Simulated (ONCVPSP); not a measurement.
## What one change does to a pseudopotential (Ir, ONCV)

iridium (Ir), optimised norm-conserving Vanderbilt (ONCV), made with ONCVPSP 4.0.1 (PBE, scalar-relativistic). Core [Kr] 4d10 4f14, reference 5s2 5p6 5d8 6s1. Waves: 5s+6s: rc 1.55 bohr, ncon 4, nbas 7, qcut 7.8 1/bohr, 2 projectors; 5p: rc 1.60 bohr, ncon 4, nbas 9, qcut 9.3 1/bohr, 3 projectors, debl 0.7 Ha; 5d: rc 1.55 bohr, ncon 3, nbas 6, qcut 5.5 1/bohr, 3 projectors, debl 0.4 Ha. Local part: polynomial inside 1.20 bohr (lpopt 3, dvloc0 4 Ha). Core correction: none.

In the p channel the program set the typed energies aside and used -1.922, 0.250, 0.950 Ha.

Change: core correction Teter function fitted to the true core (icmod 2), fcfact 0.65.

Cutoffs: the cutoffs (Ha) at which the residual kinetic energy of the hardest occupied pseudo-wave falls to 1 and 0.1 mHa per electron; they do not see the model core or the augmentation charge, which bear on the density cutoff. Errors are all-electron minus pseudo energies relative to the spin-unpolarised reference configuration.

Q: What does the change do?

A: The potential gets neither clearly harder nor softer (27 Ha and 50 Ha → 27 Ha and 50 Ha); both files keep a bound ghost (d); the errors of the 4 common tests hardly move. A model core, the more so a compact one, raises the density cutoff, which this test does not measure.

```tsv
quantity	base	changed
cutoff, loose	27 Ha	27 Ha
cutoff, tight	50 Ha	50 Ha
bound ghosts	d	d
GHOST(+) flags under 300 eV	none	none
error for 5s2 5p6 5d7 6s2, meV [ΔE 0.33 eV]	+0.1	-0.1
error for 5s2 5p6 5d7 6s1, meV [ΔE 10.21 eV]	-1.6	-1.4
error for 5s2 5p6 5d7 6s0, meV [ΔE 27.68 eV]	-5.1	-5.7
error for 5s2 5p6 5d6 6s0, meV [ΔE 58.22 eV]	-14	-13
s: phases at 1.58 bohr within 0.05 rad from the reference energy up to (Ha; the scan ends near 5)	to the end of the scan	to the end of the scan
p: phases at 1.63 bohr within 0.05 rad from the reference energy up to (Ha; the scan ends near 5)	to the end of the scan	to the end of the scan
d: phases at 1.58 bohr within 0.05 rad from the reference energy up to (Ha; the scan ends near 5)	to the end of the scan	to the end of the scan
```

 A true bound ghost makes a file unfit for plane-wave use even where its test errors are small: the radial tests pick states by their node count and pass the ghost by.
